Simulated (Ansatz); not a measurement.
Ansatz (a program for electronic structure) input (B3LYP-D3(BJ)/def2-TZVP):

Ansatz 0.2 input:
```yaml
crystal:
  periodic: [false, false, false]
  atoms:
    - {symbol: Ge, position_ang: [0.00169602, -0.21390905, 0.00025442]}
    - {symbol: O, position_ang: [0.01459083, -1.84025593, 0.00218880]}
    - {symbol: O, position_ang: [0.80149569, 1.35440922, 0.01824736]}
    - {symbol: O, position_ang: [-0.82287059, 1.34148290, -0.02145385]}
basis:
  gaussian:
    orbitals: def2-TZVP
hamiltonian:
  xc: b3lyp
  dispersion: d3bj
phonons: {temperatures: {t_min: 298.15, t_max: 298.15, t_step: 100}}
```

Output:

```
Functional definition: B3LYP
integrals: 0.05 GiB planned
842 factors; their error is unknown
mean field: 0.52 GiB planned
mean field evaluation 1: about -62647.4877 eV, gradient 8.1e1 eV
mean field evaluation 2: about -62555.2441 eV, gradient 2.0e2 eV
mean field evaluation 4: about -62658.4262 eV, gradient 1.3e1 eV
mean field evaluation 8: about -62658.7189 eV, gradient 1.0e-1 eV
mean field evaluation 16: about -62658.9422 eV, gradient 2.9e-3 eV
mean field -62658.94224991 eV, -2302.6736559277 hartree, gradient 6.7e-5 eV, S^2 0.000000; 0 other end points of the search recorded, 0 dependent functions left out
the calculation of the forces begins
reference -62658.94244394 eV, -2302.6736630582 hartree; 28, 28 occupied and 113, 113 virtual orbitals, 842 factors
these checks for a lower state are left out or cut short: stability, starts, cluster_reference, orbital_swaps, neighbouring_geometries, increment
integrals: 0.05 GiB planned
842 factors; their error is unknown
mean field: 0.52 GiB planned
mean field -62658.94213838 eV, -2302.6736518292 hartree, gradient 1.6e-6 eV, S^2 0.000000; 0 other end points of the search recorded, 0 dependent functions left out
the calculation of the forces begins
reference -62658.94233242 eV, -2302.6736589598 hartree; 28, 28 occupied and 113, 113 virtual orbitals, 842 factors
these checks for a lower state are left out or cut short: stability, starts, cluster_reference, orbital_swaps, neighbouring_geometries, increment
integrals: 0.05 GiB planned
842 factors; their error is unknown
mean field: 0.52 GiB planned
mean field evaluation 32: about -62658.9421 eV, gradient 2.9e-3 eV
mean field -62658.94214304 eV, -2302.6736520004 hartree, gradient 1.4e-6 eV, S^2 0.000000; 0 other end points of the search recorded, 0 dependent functions left out
the calculation of the forces begins
reference -62658.94233707 eV, -2302.6736591306 hartree; 28, 28 occupied and 113, 113 virtual orbitals, 842 factors
these checks for a lower state are left out or cut short: stability, starts, cluster_reference, orbital_swaps, neighbouring_geometries, increment
integrals: 0.05 GiB planned
842 factors; their error is unknown
mean field: 0.52 GiB planned
mean field -62658.94221742 eV, -2302.6736547338 hartree, gradient 1.4e-6 eV, S^2 0.000000; 0 other end points of the search recorded, 0 dependent functions left out
the calculation of the forces begins
reference -62658.94241147 eV, -2302.6736618649 hartree; 28, 28 occupied and 113, 113 virtual orbitals, 842 factors
these checks for a lower state are left out or cut short: stability, starts, cluster_reference, orbital_swaps, neighbouring_geometries, increment
integrals: 0.05 GiB planned
842 factors; their error is unknown
mean field: 0.52 GiB planned
mean field -62658.94218196 eV, -2302.6736534307 hartree, gradient 1.4e-6 eV, S^2 0.000000; 0 other end points of the search recorded, 0 dependent functions left out
the calculation of the forces begins
reference -62658.94237598 eV, -2302.6736605605 hartree; 28, 28 occupied and 113, 113 virtual orbitals, 842 factors
these checks for a lower state are left out or cut short: stability, starts, cluster_reference, orbital_swaps, neighbouring_geometries, increment
integrals: 0.05 GiB planned
842 factors; their error is unknown
mean field: 0.52 GiB planned
mean field -62658.94209603 eV, -2302.6736502726 hartree, gradient 1.3e-6 eV, S^2 0.000000; 0 other end points of the search recorded, 0 dependent functions left out
the calculation of the forces begins
reference -62658.94229008 eV, -2302.6736574040 hartree; 28, 28 occupied and 113, 113 virtual orbitals, 842 factors
these checks for a lower state are left out or cut short: stability, starts, cluster_reference, orbital_swaps, neighbouring_geometries, increment
integrals: 0.05 GiB planned
842 factors; their error is unknown
mean field: 0.52 GiB planned
mean field evaluation 64: about -62658.9423 eV, gradient 1.4e-6 eV
mean field -62658.94228080 eV, -2302.6736570630 hartree, gradient 1.4e-6 eV, S^2 0.000000; 0 other end points of the search recorded, 0 dependent functions left out
the calculation of the forces begins
reference -62658.94247481 eV, -2302.6736641925 hartree; 28, 28 occupied and 113, 113 virtual orbitals, 842 factors
these checks for a lower state are left out or cut short: stability, starts, cluster_reference, orbital_swaps, neighbouring_geometries, increment
integrals: 0.05 GiB planned
842 factors; their error is unknown
mean field: 0.52 GiB planned
mean field -62658.94222646 eV, -2302.6736550658 hartree, gradient 1.4e-6 eV, S^2 0.000000; 0 other end points of the search recorded, 0 dependent functions left out
the calculation of the forces begins
reference -62658.94242050 eV, -2302.6736621968 hartree; 28, 28 occupied and 113, 113 virtual orbitals, 842 factors
these checks for a lower state are left out or cut short: stability, starts, cluster_reference, orbital_swaps, neighbouring_geometries, increment
integrals: 0.05 GiB planned
842 factors; their error is unknown
mean field: 0.52 GiB planned
mean field -62658.94220867 eV, -2302.6736544123 hartree, gradient 1.3e-6 eV, S^2 0.000000; 0 other end points of the search recorded, 0 dependent functions left out
the calculation of the forces begins
reference -62658.94240269 eV, -2302.6736615423 hartree; 28, 28 occupied and 113, 113 virtual orbitals, 842 factors
Total energy: -62659.05056888 eV, -2302.6776365765 hartree
Atom 0 at     0.001696    -0.213909     0.000254 Å, force    -0.000004     0.000547    -0.000001 eV/Å
Atom 1 at     0.014591    -1.840256     0.002189 Å, force     0.000001    -0.000085     0.000000 eV/Å
Atom 2 at     0.801496     1.354409     0.018247 Å, force     0.000042    -0.000231     0.000001 eV/Å
Atom 3 at    -0.822871     1.341483    -0.021454 Å, force    -0.000038    -0.000232    -0.000001 eV/Å
Dipole moment:     0.000002    -0.000232     0.000000 e Å
Vibrations: 185.33 193.87 584.96 648.33 842.54 1019.25 cm⁻¹, zero-point energy 0.215377 eV
```
